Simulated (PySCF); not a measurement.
Mayer bond orders and bond lengths

Species: C₆H₁₄O₃Si.
Atom-mapped SMILES: `[CH3:1][CH2:2][C@H:3]([CH2:4][SiH3:5])[O:6][C:7](=[O:8])[O:9][CH3:10]` (hydrogens: H11, H12, H13 on C1; H14, H15 on C2; H16 on C3; H17, H18 on C4; H19, H20, H21 on Si5; H22, H23, H24 on C10)

Structure used (GFN2-xTB), in Å, numbered top down from 1:
```xyz
24
C6H14O3Si angstrom
C     -0.0983   -2.8765    0.2994
C     -1.2106   -1.9482   -0.1732
C     -0.9100   -0.4816    0.1420
C     -2.0557    0.4459   -0.2408
Si    -1.6173    2.2917   -0.0453
O      0.2671   -0.1149   -0.6021
C      1.2373    0.4926    0.0618
O      1.2295    0.7997    1.2215
O      2.2545    0.7081   -0.7779
C      3.3825    1.3639   -0.2152
H      0.0391   -2.7906    1.3754
H      0.8384   -2.6217   -0.1907
H     -0.3413   -3.9090    0.0607
H     -2.1504   -2.2164    0.3127
H     -1.3394   -2.0477   -1.2527
H     -0.6801   -0.3669    1.2086
H     -2.9165    0.1935    0.3795
H     -2.3366    0.2415   -1.2755
H     -0.5444    2.6613   -0.9697
H     -1.2401    2.5707    1.3376
H     -2.8231    3.0462   -0.3971
H      4.1696    1.2950   -0.9613
H      3.1483    2.4089   -0.0024
H      3.6858    0.8745    0.7122
```

Bond orders from the PBE0/pcSseg-1 density (PySCF). The structure is a single GFN2-xTB conformer in the gas phase; no vibrational or solvent corrections. GFN2-xTB frequencies show an imaginary mode (20i cm⁻¹), so this geometry is no minimum at that level.

Question: Where do the orders between heavy atoms depart from those drawn in the SMILES?

Answer: The largest departure is 0.195, at C3–O6 (drawn single, 0.805). Drawn single, order below 0.88: C3–O6 (0.805) and O9–C10 (0.877).

Question: Give the Mayer order of every bond between heavy atoms, beside its length.

Answer: 
```tsv
bond	drawn as	length (Å)	Mayer order
C1–C2	single	1.524	1.062
C2–C3	single	1.530	1.016
C3–C4	single	1.523	1.033
C4–Si5	single	1.907	0.903
C3–O6	single	1.440	0.805
O6–C7	single	1.323	1.105
C7–O8	double	1.200	1.878
C7–O9	single	1.336	1.100
O9–C10	single	1.421	0.877
```

By pair of heavy elements: C–C: lowest C2–C3 (1.016, 1.530 Å), highest C1–C2 (1.062, 1.524 Å). C–O: lowest C3–O6 (0.805, 1.440 Å), highest C7–O8 (1.878, 1.200 Å).

Question: And the bonds to hydrogen?

Answer: C–H: 0.92 to 0.97 (11 bonds); H–Si: 0.94 to 0.95 (3 bonds).

Question: Sum the orders of all bonds at each heavy atom with more than one neighbour and set the sums beside the valence in the SMILES.

Answer: C1 3.954 (drawn 4), C2 3.968 (drawn 4), C3 3.775 (drawn 4), C4 3.815 (drawn 4), Si5 3.744 (drawn 4), O6 1.910 (drawn 2), C7 4.083 (drawn 4), O9 1.977 (drawn 2), C10 3.774 (drawn 4). Orders between atoms that aren't bonded are not in these sums.

For a closed shell the Mayer order of atoms A and B is Σ (PS)μν (PS)νμ over the basis functions μ on A and ν on B, with P the density and S the overlap matrix.
